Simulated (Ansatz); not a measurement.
Program: Ansatz 0.2.0.

A structure relaxed at PBE0-D4/def2-TZVP, charge 0, multiplicity 1:

```tsv
atom	x (Å)	y (Å)	z (Å)
C1	1.0145	-0.9180	-2.3872
N2	0.2743	-1.1817	-1.1863
C3	-0.0003	-2.5985	-1.0470
Ti4	-0.5028	-0.1839	0.2177
C5	-2.5349	-0.3308	-0.3261
O6	-0.4681	-1.2022	1.7202
C7	-1.0536	2.1336	0.0512
C8	-0.0174	1.8903	-0.8736
C9	1.1254	1.5006	-0.1527
C10	0.8145	1.4986	1.2319
Si11	1.9472	1.0268	2.6205
C12	-0.5426	1.8995	1.3400
H13	1.9695	-1.4644	-2.3948
H14	1.2322	0.1431	-2.4984
H15	0.4540	-1.2398	-3.2771
H16	-0.6178	-2.9634	-1.8799
H17	-0.5311	-2.8131	-0.1173
H18	0.9316	-3.1814	-1.0364
H19	-2.7684	0.1213	-1.2929
H20	-3.2007	0.0904	0.4331
H21	-2.7300	-1.4080	-0.3915
H22	-0.3623	-1.0612	2.6600
H23	-2.0628	2.4282	-0.1890
H24	-0.1065	1.9525	-1.9482
H25	2.0754	1.2112	-0.5777
H26	2.6612	2.2148	3.1610
H27	2.9540	0.0427	2.1484
H28	1.1539	0.4331	3.7326
H29	-1.1084	1.9598	2.2594
```

Q: Give its formula and SMILES.

A: C8H17NOSiTi, `C[N](C)[Ti]1234([CH3])([OH])[C@@H]5[C@H]1[C@H]2[C@@]3([SiH3])[C@@H]54`.

Q: Point group (tolerance 0.08 Å, 0.16 Å for H)?

A: C1.

Q: Summarise the bond lengths by kind.

A: 2 × C–N 1.435 to 1.450 Å; 13 × C–H 1.078 to 1.100 Å; 1 × N–Ti 1.890 Å; 6 × C–Ti 2.109 to 2.394 Å; 1 × O–Ti 1.815 Å; 1 × H–O 0.956 Å; 5 × C–C 1.406 to 1.419 Å; 1 × C–Si 1.853 Å; 3 × H–Si 1.485 to 1.490 Å.
